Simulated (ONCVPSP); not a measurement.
**What one change does to a pseudopotential (Sc, ONCV)**

```json
{
 "Element": "Sc (Z = 21)",
 "Generator": "ONCVPSP 4.0.1",
 "Type": "optimised norm-conserving Vanderbilt (ONCV)",
 "Functional": "LDA (Perdew-Wang 92)",
 "Relativity": "scalar-relativistic",
 "Frozen core": "[Ne]",
 "Valence charge": "11",
 "Reference configuration": "3s2 3p6 (charge +3)",
 "Partial waves": "3s: rc 1.75 bohr, ncon 5, nbas 9, qcut 5.2 1/bohr, 2 projectors, debl 3.6 Ha; 3p: rc 1.45 bohr, ncon 4, nbas 8, qcut 11.5 1/bohr, 3 projectors, debl 2.1 Ha; d scattering state at 0.14 Ha: rc 1.80 bohr, ncon 5, nbas 9, qcut 6.1 1/bohr, 2 projectors, debl 1.5 Ha",
 "Local potential": "polynomial inside 1.30 bohr (lpopt 2, dvloc0 0 Ha)",
 "Core correction": "Teter function, fcfact 2, rcfact 1.1"
}
```

In the s channel the program set the typed energies aside and used -3.168, 0.050 Ha. In the p channel the program set the typed energies aside and used -2.375, 0.250, 2.350 Ha. In the d channel the program set the typed energies aside and used -1.196, 0.304 Ha.

All-electron outer shells of the reference configuration (LDA (PZ), scalar-relativistic, ld1.x):

```csv
shell,level (eV),outermost node (bohr),outermost maximum (bohr)
3p,-64.63,0.39,0.96
```

Change: reference 3s2 3p6 3d1 4s1; waves 3s+4s: rc 1.75 bohr, ncon 5, nbas 9, qcut 5.2 1/bohr, 2 projectors; 3d: rc 1.80 bohr, ncon 5, nbas 9, qcut 6.1 1/bohr, 2 projectors, debl 1.5 Ha.

Cutoffs: the cutoffs (Ha) at which the residual kinetic energy of the hardest occupied pseudo-wave falls to 1 and 0.1 mHa per electron; they do not see the model core or the augmentation charge, which bear on the density cutoff. Errors are all-electron minus pseudo energies relative to the spin-unpolarised reference configuration.

What does the change do?

The potential gets harder (17 Ha and 63 Ha → 74 Ha and 91 Ha); the number of tests with a reliable result goes from 3 to 4; neither file shows a bound ghost.

| quantity | base | changed |
| --- | --- | --- |
| cutoff, loose | 17 Ha | 74 Ha |
| cutoff, tight | 63 Ha | 91 Ha |
| bound ghosts | none | none |
| GHOST(+) flags under 300 eV | none | none |
| tests with a reliable result | 3 of 4 | 4 of 4 |
| s: phases at 1.78 bohr within 0.05 rad from the reference energy up to (Ha; the scan ends near 5) | to the end of the scan | to the end of the scan |
| p: phases at 1.47 bohr within 0.05 rad from the reference energy up to (Ha; the scan ends near 5) | to the end of the scan | to the end of the scan |
| d: phases at 1.82 bohr within 0.05 rad from the reference energy up to (Ha; the scan ends near 5) | to the end of the scan | to the end of the scan |
| rms error of d²Exc/dni dnj with the model core, mHa | 3.18 | 1.77 |

Base: The cutoffs count occupied waves only; projector 1 of the d channel, the hardest unoccupied one, needs 79 Ha at the loose tolerance.
